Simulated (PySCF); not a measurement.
[C5H11NS]+: g tensor and hyperfine couplings

Compound: C₅H₁₁NS (charge +1 and doublet state).
Atom-mapped SMILES: `[NH2+:1][C@H:2]1[CH2:3][C@@H:4]([CH2:5][SH:6])[CH2:7]1` (hydrogens: H8, H9 on N1; H10 on C2; H11, H12 on C3; H13 on C4; H14, H15 on C5; H16 on S6; H17, H18 on C7)

Geometry (GFN2-xTB, Å), atoms numbered from 1 in this order:
```xyz
18
C5H11NS angstrom
N     -2.1841    0.9141   -0.8046
C     -1.5355   -0.0569   -0.0463
C     -0.5526   -0.9818   -0.7960
C      0.5755   -0.7166    0.2221
C      1.9292   -0.3322   -0.3381
S      1.8319    1.1303   -1.4377
C     -0.2918    0.3908    0.8242
H     -3.0331    1.3360   -0.4661
H     -1.6536    1.4441   -1.4791
H     -2.2623   -0.5926    0.5644
H     -0.3186   -0.5977   -1.7870
H     -0.8845   -2.0147   -0.8589
H      0.7189   -1.5533    0.9070
H      2.3502   -1.1514   -0.9225
H      2.6199   -0.0822    0.4691
H      3.1239    1.1531   -1.7680
H      0.0372    1.3907    0.5493
H     -0.4794    0.3264    1.8917
```

The hyperfine couplings belong to this conformer and change with its torsions.

The calculation used PySCF 2.14.0, UKS B3LYP, pcH-1 on C H N S, non-relativistic, mean-field spin-orbit, GIAO. One conformer (not necessarily the lowest) at the GFN2-xTB geometry, without solvent, vibrations or thermal averaging. The geometry wasn't refined by DFT: couplings that depend on bond lengths, twists or pyramidal angles can differ widely from those at the functional's own minimum, by a factor of two or more for some ions and for spin on atoms past the first row. Stability of the SCF solution: not tested.

| Property | Result |
| --- | --- |
| g1, g2, g3 | 2.00176, 2.00675, 2.01446 |
| g_iso | 2.00766 |
| Form of g | rhombic: the two nearest values differ by 39 % of g3 − g1 |
| ⟨S²⟩ | 0.7541 (exact 0.7500) |
| HOMO–LUMO gap, α and β orbitals | 7.45, 0.79 eV |
| Basis functions | 295 |

Isotropic coupling and dipolar principal values T1 to T3, in MHz:

```
atom  isotope  a_iso  of which spin–orbit     T1     T2    T3  Mulliken spin population
  N1      14N   28.1                  0.0  -24.4  -24.3  48.7                      0.53
  C2      13C  -27.3                  0.1  -10.6   -6.8  17.3                      0.01
  C3      13C   40.2                  0.0   -8.8   -7.7  16.5                      0.08
  C4      13C   -4.6                  0.0   -1.8   -0.8   2.6                     -0.01
  C5      13C   -3.6                  0.1   -1.3   -0.6   1.9                     -0.01
  S6      33S   11.3                  0.2  -24.7  -23.5  48.2                      0.26
  C7      13C   63.6                  0.2  -16.8  -16.7  33.5                      0.15
  H8       1H  -32.1                  0.0  -28.6   -6.9  35.5                     -0.02
  H9       1H  -31.6                  0.0  -27.2   -7.2  34.4                     -0.02
 H10       1H   15.3                  0.0   -4.9   -3.1   8.0                      0.01
 H11       1H    3.9                  0.0   -3.5    0.1   3.3                      0.00
 H12       1H   27.1                  0.0   -4.4   -1.6   6.0                      0.01
 H13       1H    1.4                  0.0   -1.6   -1.4   2.9                      0.00
 H14       1H   10.6                  0.0   -1.9   -0.4   2.2                      0.00
 H15       1H   26.3                  0.0   -1.6   -0.7   2.3                      0.01
 H16       1H  -11.6                  0.1   -6.3   -0.4   6.7                     -0.01
 H17       1H   -0.6                  0.0   -6.9   -0.1   6.9                      0.00
 H18       1H   26.7                  0.0   -7.7   -2.0   9.8                      0.01
```

The largest Mulliken spin populations are on N1 (+0.53), S6 (+0.26), C7 (+0.15) and C3 (+0.08). The angles at N1 add up to 355.8°, so it is nearly planar.

The SMILES `[NH2+][C@H]1C[C@@H](CS)C1` draws the unpaired electron on N1, whose computed spin population is only +0.53.

Under fast tumbling the dipolar parts average out, and these isotropic splittings remain (the largest six): 1 × 1H (H8, I = 1/2, 2 lines) with 1.14 mT, 1 × 1H (H9, I = 1/2, 2 lines) with 1.12 mT, 1 × 14N (N1, I = 1, 3 lines) with 1.00 mT, 2 × 1H (H12/H18, I = 1/2, 3 lines) with 0.96 mT, 2 × 1H (H14/H15, I = 1/2, 3 lines) with 0.66 mT and 1 × 1H (H10, I = 1/2, 2 lines) with 0.54 mT.

Means are taken over nuclei equivalent by connectivity, which assumes that they swap fast. H8 and H9 aren't averaged: N1 is flat or nearly so (angle sum 356°), and its turn about the short N1–C2 bond (1.39 Å) is taken as slow. The 1H value of +18.5 MHz is a mean of couplings from 10.6 to 26.3 MHz in this one geometry, not an average over conformers.

The 33S coupling of S6 (11.3 MHz) shows only in satellite lines or after enrichment, since that isotope makes up about 0.76 % of natural sulfur.

The 13C coupling of C3/C7 (mean 51.9 MHz) shows only in satellite lines or after enrichment, since that isotope makes up about 1.07 % of natural carbon.
